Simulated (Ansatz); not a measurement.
Consider the substitution at a C–Si bond: `[SiH3]COCS` + H–F → `FCOCS` + SiH₄.

Computed with Ansatz on PBE0-D4/def2-TZVP structures; ΔE is electronic, products minus reactants. CCSD(T)/CBS adds triple-zeta CCSD(T) − MP2 to the extrapolated MP2 energy (def2 sets, frozen cores). This one scheme is used for every species. Functionals use def2-TZVPP. Each species was taken in one conformer, which may not be the lowest.

```
     species  B97M-V energy (Eh)
`[SiH3]COCS`          -843.79148
         H–F          -100.45017
     `FCOCS`          -652.41959
        SiH₄          -291.81115
```

Work out ΔE.

ΔE = (-652.41959) + (-291.81115) − (-843.79148) − (-100.45017) = 0.01091 Eh = +28.6 kJ/mol. CCSD(T)/CBS gives +45.2 kJ/mol.

Largest T1 diagnostic among the species: 0.012.

At CCSD(T), def2-SVP lies −28.4 kJ/mol from the extrapolated value and def2-TZVPP −7.7 kJ/mol. In def2-TZVPP, CCSD(T) changes the Hartree–Fock value by +28.4 kJ/mol (the triples alone add +2.9 kJ/mol) and MP2 by +38.6 kJ/mol. Leaving LDA and LC-ωPBE aside and taking each functional with its dispersion term where it has one, the values, not all of them listed here, spread over 14.1 kJ/mol, from CAM-B3LYP-D4 to revPBE-D4. LDA lies +4.0 kJ/mol from PBE without D4.
